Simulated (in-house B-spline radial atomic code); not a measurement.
The numbers below are computed, except where a source is named.
# Impurity-limited mobility of n-type InAs at n = 4.4564e14 cm⁻³, compensation 0.1

For InAs the NSM archive of the Ioffe Institute lists m* = 0.023 m0 and ε = 15.15.

One parabolic, isotropic band at zero temperature, uniform dielectric constant, impurities scattering independently, no phonons and no central-cell term; real bands flatten as E_F rises, which lowers the mobility at the highest densities. In effective units each ion is a point charge Z in an electron gas; its screened potential is solved self-consistently in the LDA with open boundaries (B-splines, partial waves to l = 16), which gives the phase shifts δ_l at the Fermi level.

(1) Put the electron gas into effective units.

Self-consistent phase shifts (rad):

```
l  donor, Z = +1  acceptor, Z = −1
0         1.1624           -0.7494
1         0.1023           -0.1977
2         0.0159           -0.0368
3         0.0025           -0.0053
4         0.0003           -0.0007
5         0.0001           -0.0001
6         0.0000            0.0000
7         0.0000            0.0000
8         0.0000            0.0000
```

With all partial waves the Friedel sums are 0.996 and -1.003, and Σ (l + 1) sin²(δ_l − δ_(l+1)) is 0.77654 for the donor and 0.32911 for the acceptor. The screened donor still binds an s level, 0.0051 meV below the band edge.

(2) Find the transport cross sections, and compare them with the Born approximation for Thomas-Fermi screening (Brooks-Herring).

(3) With N_A/N_D = 0.1 and n = N_D − N_A, what are the mobility and the resistivity?

## Answers

(1) a* = 0.0529177 nm × 15.15/0.023 = 34.86 nm and Ha* = 27211.386 meV × 0.023/15.15² = 2.727 meV. From 4π (r_s a*)³/3 = 1/n, r_s = 2.330. Then k_F = 1.91916/r_s = 0.8237 per a*, E_F = k_F²/2 = 0.3392 Ha* = 0.925 meV, and Mott's number n^(1/3) a* = 0.266, near or below the critical 0.26, where donors start to hold their electrons and this picture fails.

(2) σ_tr = (4π/k_F²) × sum: 14.38 a*² for the donor and 6.096 a*² for the acceptor. Thomas-Fermi gives q_s² = 4k_F/π = 1.0487, so b = 4k_F²/q_s² = 2.588, and σ_Born = (2π/k_F⁴)(ln(1 + b) − b/(1 + b)) = 13.65 × 0.5562 = 7.593 a*² for either sign. The donor scatters 1.89 times and the acceptor 0.80 times as much. Two things differ from Brooks-Herring. First order with Lindhard's response and the LDA kernel gives 1.80 times σ_Born for either sign: screening weakens at large momentum transfer, and the exchange-correlation potential of the screening charge adds to the ion's own, which is the larger part in a thin gas. Higher orders then split the signs, leaving the donor at 1.05 and the acceptor, which keeps the electrons out, at 0.45 of that.

(3) N_D = 4.95e14 and N_A = 4.95e13 cm⁻³. μ = e/(ħ k_F Σ N σ_tr), with e/ħ = 15.193 cm²/(V·s) per nm². Here k_F = 0.02363 nm⁻¹, a*² = 1215 nm², 1 cm⁻³ = 1e-21 nm⁻³, and Σ N σ_tr = 0.00902 nm⁻¹, a mean free path of 111 nm. So μ = 71300 cm²/(V·s) and ρ = 1/(n e μ) = 0.196 Ω·cm. Brooks-Herring would give 128000 cm²/(V·s). k_F times the mean free path is 2.6, too small for independent scattering to hold.
